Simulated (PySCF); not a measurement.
Calculation: PySCF with PBE-D3(BJ)/def2-TZVP // PBE-D3(BJ)/def2-SVP. Gas-phase values, no solvent. One relaxed conformer stands for a flexible species; it need not be the lowest. 

Reference species (SMILES): `[SiH3][Si]([SiH3])([SiH3])[SiH3]` (neutral, multiplicity 1).

```
Quantity                   Value
----------------------  --------
HOMO–LUMO gap            5.79 eV
HOMO                    -6.96 eV
S1 oscillator strength     0.000
LUMO                    -1.17 eV
```

Changed species: `[Si](CC)([SiH3])([SiH3])CC` (C–C–Si–Si torsion -60°, Si–Si–C–C torsion 176°) (2 of 4 SiH3 replaced by C2H5; the reference has 0 of 4 SiH3 replaced by C2H5).

What does the change do to the HOMO–LUMO gap, HOMO, S1 oscillator strength and LUMO?

the HOMO–LUMO gap decreases by 0.38 eV, to 5.41 eV; the HOMO rises by 0.55 eV, to -6.41 eV; the S1 oscillator strength increases by 0.016, to 0.016; the LUMO increases by 0.18 eV, to -0.99 eV.
